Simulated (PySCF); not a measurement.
Compound: ClH₄NSn.
Bonds: N1–Sn2, Sn2–Cl3. Hydrogens: H4, H5 on N1; H6, H7 on Sn2.

Method: PBE0-D3(BJ)/def2-SVP geometry optimisation, gas phase, def2 core potentials past Kr (PySCF).

Question: How far are the bound atoms from Sn2?

Answer: 4 atoms: H6 1.706 Å, H7 1.717 Å, N1 2.034 Å, Cl3 2.351 Å. The nearest atom not counted as bound is H4, at 2.58 Å.

Question: List the angles at Sn2.

Answer: 
```csv
angle,degrees,distance of the outer atoms (Å)
N1–Sn2–H7,116.6,3.20
H6–Sn2–H7,114.3,2.87
N1–Sn2–H6,109.4,3.06
Cl3–Sn2–H6,108.2,3.31
Cl3–Sn2–H7,105.3,3.26
N1–Sn2–Cl3,102.1,3.42
```

Question: What is the shape at Sn2?

Answer: Distorted tetrahedral: angles from 102.1° to 116.6°; τ4 = (360° − α − β)/141° = 0.92 with α and β the two widest (0 for a square, 1 for a tetrahedron).

Question: What are the other bond lengths?

Answer: N1–H4, N1–H5 1.019 Å.

Question: What are the rotational constants (commonest isotopes, rigid rotor)?

Answer: A = 8368, B = 2844, C = 2207 MHz: an asymmetric top.

Charge 0, singlet. No PBE0-D3(BJ)/def2-SVP frequencies stand behind this structure, so it isn't proved a minimum.

Shape of the structure used: `[NH2:1][SnH2:2][Cl:3]`: H–N1–Sn2–Cl3 -41°, H–N1–Sn2–Cl3 -163°.

One conformer stands for the species.
